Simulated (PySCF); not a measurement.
Bonding in `C#CC[C@@H](CCF)N[SiH3]`

Species: C6H12FNSi.
Atom-mapped SMILES: `[CH:1]#[C:2][CH2:3][C@@H:4]([CH2:5][CH2:6][F:7])[NH:8][SiH3:9]` (hydrogens: H10 on C1; H11, H12 on C3; H13 on C4; H14, H15 on C5; H16, H17 on C6; H18 on N8; H19, H20, H21 on Si9)

Cartesian coordinates in Å at the GFN2-xTB level; atoms count from 1:
```xyz
21
C6H12FNSi angstrom
C     -2.788   -1.894    1.222
C     -2.169   -1.312    0.379
C     -1.406   -0.600   -0.622
C     -0.126    0.029   -0.031
C      0.825   -1.066    0.462
C      2.013   -0.464    1.195
F      2.914   -1.446    1.536
N      0.540    0.878   -0.986
Si     0.173    2.539   -1.233
H     -3.338   -2.408    1.952
H     -1.133   -1.290   -1.427
H     -2.022    0.198   -1.046
H     -0.413    0.660    0.818
H      1.192   -1.644   -0.390
H      0.286   -1.744    1.126
H      2.546    0.251    0.561
H      1.706    0.021    2.127
H      0.891    0.347   -1.770
H     -1.142    2.810   -1.839
H      1.229    3.004   -2.128
H      0.213    3.150    0.094
```

Bond orders from the PBE0/pcSseg-1 density (PySCF). Isolated species at its GFN2-xTB geometry (one conformer only).

Question: How far do the computed orders between heavy atoms stray from the drawn ones?

Answer: The largest departure is 0.460, at C1–C2 (drawn triple, 2.540). Drawn double or triple, more than 0.30 short of the drawn order: C1–C2 (2.540).

Question: Give the Mayer order of every bond between heavy atoms, beside its length.

Answer: 
```
  bond  drawn as  length (Å)  Mayer order
 C1–C2    triple       1.197        2.540
 C2–C3    single       1.447        1.093
 C3–C4    single       1.544        1.019
 C4–C5    single       1.532        0.985
 C5–C6    single       1.521        1.050
 C6–F7    single       1.376        0.880
 C4–N8    single       1.441        0.931
N8–Si9    single       1.719        0.985
```

Bonds between the same two heavy elements. C–C: lowest C4–C5 (0.985, 1.532 Å), highest C1–C2 (2.540, 1.197 Å); in 1 of the 10 pairs the longer bond (by over 0.003 Å) has the higher order (by 0.02 or more).

Question: And the bonds to hydrogen?

Answer: C–H: 0.90 to 1.15 (8 bonds); H–N: 0.93 (1 bond); H–Si: 0.90 to 0.95 (3 bonds).

Question: Sum the orders of all bonds at each heavy atom with more than one neighbour and set the sums beside the valence in the SMILES.

Answer: C1 3.691 (drawn 4), C2 3.633 (drawn 4), C3 3.926 (drawn 4), C4 3.868 (drawn 4), C5 3.906 (drawn 4), C6 3.829 (drawn 4), N8 2.843 (drawn 3), Si9 3.766 (drawn 4). Orders between atoms that aren't bonded are not in these sums.

The Mayer order sums products of elements of PS (density times overlap matrix) between the two atoms' basis functions, so it depends on the basis set.
